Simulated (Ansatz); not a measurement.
The same path of C₂H₉BFNSi₂ (16 atoms, charge 0, multiplicity 1) was run 3 times with different band settings. The coordinate that changes most is the dihedral Si5–Si2–C3–H11.

These are results of RKS PBE0-D4/6-31G* (Ansatz), not measurements.

Relaxed end points:

```xyz
16
Properties=species:S:1:pos:R:3
B 0.277 -2.251 0.392
Si 0.612 -0.559 -0.553
C 2.221 -0.278 -1.487
N -0.790 0.388 -1.106
Si -0.540 1.149 0.399
C -1.901 1.145 1.673
F 0.033 2.664 0.357
H 1.165 -2.826 0.959
H -0.844 -2.638 0.573
H 3.069 -0.629 -0.887
H 2.231 -0.829 -2.434
H 2.366 0.784 -1.707
H -1.375 0.418 -1.929
H -1.525 1.458 2.653
H -2.324 0.140 1.761
H -2.698 1.839 1.381
```

```xyz
16
Properties=species:S:1:pos:R:3
B 0.353 -2.217 0.504
Si 0.628 -0.567 -0.530
C 2.220 -0.279 -1.491
N -0.808 0.305 -1.117
Si -0.574 1.147 0.347
C -1.929 1.164 1.628
F -0.050 2.676 0.227
H 1.263 -2.732 1.093
H -0.754 -2.629 0.713
H 2.242 -0.876 -2.410
H 2.327 0.775 -1.764
H 3.083 -0.572 -0.882
H -1.398 0.279 -1.937
H -1.559 1.538 2.588
H -2.319 0.151 1.770
H -2.749 1.815 1.305
```

Common settings: movable images 7; climbing image yes; spring 5.0 eV/Å²; optimiser quadratic models (default); start path through a guess of the saddle point; end points relaxed.

| run | force threshold | iteration limit |
| --- | --- | --- |
| 1 | 0.05 eV/Å | 31 |
| 2 | 0.5 eV/Å | 29 |
| 3 | 0.05 eV/Å | 10 |

(1) What does each run give, and how far can it be trusted?

Answers

(1) Run 1: converged after 14 iterations, highest image 0.041 eV above the first end. A vibrational analysis at the climbing image gives one clearly imaginary mode, 129i cm⁻¹: a first-order saddle point.
Run 2: converged after 6 iterations, highest image 0.096 eV above the first end. The threshold of 0.5 eV/Å is loose, so the images may lie well off the minimum-energy path. The order of the stationary point at the top wasn't checked.
Run 3: not converged after 10 iterations, highest image 0.055 eV above the first end. The band didn't meet its force threshold, so its energies are provisional: the largest band force was still 0.35 eV/Å, and over the last iterations the top moved between 0.04 and 0.05 eV.
